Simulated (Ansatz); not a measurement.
Reaction (formal exchange of groups at the Si–Cl bond): `F[SiH2]S[SiH2]Cl` + `CCO` → `O[SiH2]S[SiH2]F` + `CCCl`

Computed with Ansatz on PBE0-D4/def2-TZVP structures; ΔE is electronic, products minus reactants. CCSD(T)/CBS adds triple-zeta CCSD(T) − MP2 to the extrapolated MP2 energy (def2 sets, frozen cores). Functionals use def2-TZVPP. B3LYP here is the variant with VWN-RPA as its local correlation; programs differ in this. One conformer a species, not always the lowest.

`F[SiH2]S[SiH2]Cl`:

```xyz
9

F     1.565    0.601   -1.864
Si    1.172    1.043   -0.382
S    -0.937    1.136   -0.161
Si   -1.267   -0.920    0.282
Cl   -0.948   -1.331    2.265
H     1.746    0.039    0.541
H     1.695    2.406   -0.159
H    -0.342   -1.771   -0.498
H    -2.683   -1.203   -0.024
```

`CCO`:

Cartesian coordinates in Å:
```
C -0.738 -0.534 0.065
C 0.360 0.478 0.311
O 1.510 0.243 -0.475
H -1.590 -0.351 0.725
H -0.373 -1.548 0.244
H -1.100 -0.479 -0.966
H 0.699 0.424 1.348
H -0.021 1.497 0.149
H 1.253 0.270 -1.400
```

`O[SiH2]S[SiH2]F`:

Z-matrix (Å, degrees):
```
Si
S 1 2.144
O 1 1.639 2 112.9
H 1 1.483 2 104.0 3 121.7
H 1 1.477 2 110.6 3 -117.5
Si 2 2.119 1 98.0 3 77.8
H 3 0.959 1 118.1 2 55.7
F 6 1.597 2 110.7 1 87.2
H 6 1.479 2 110.8 1 -31.6
H 6 1.478 2 107.7 1 -155.4
```

`CCCl`:

Cartesian coordinates in Å:
```
C 0.505 -0.470 0.400
C -0.373 0.374 -0.487
Cl -1.605 1.257 0.462
H 1.245 -0.996 -0.210
H -0.084 -1.212 0.941
H 1.033 0.146 1.128
H -0.920 -0.229 -1.211
H 0.199 1.131 -1.024
```

```
         level  ΔE (kJ/mol)
      B3LYP-D4        -28.0
MP2/def2-QZVPP        -32.8
```

Q: What does CCSD(T)/CBS give? (Estimate.)

A: Computed: -30.2 kJ/mol. The listed levels differ from it by 2.2, -2.6 kJ/mol.

Largest T1 diagnostic among the species: 0.012.
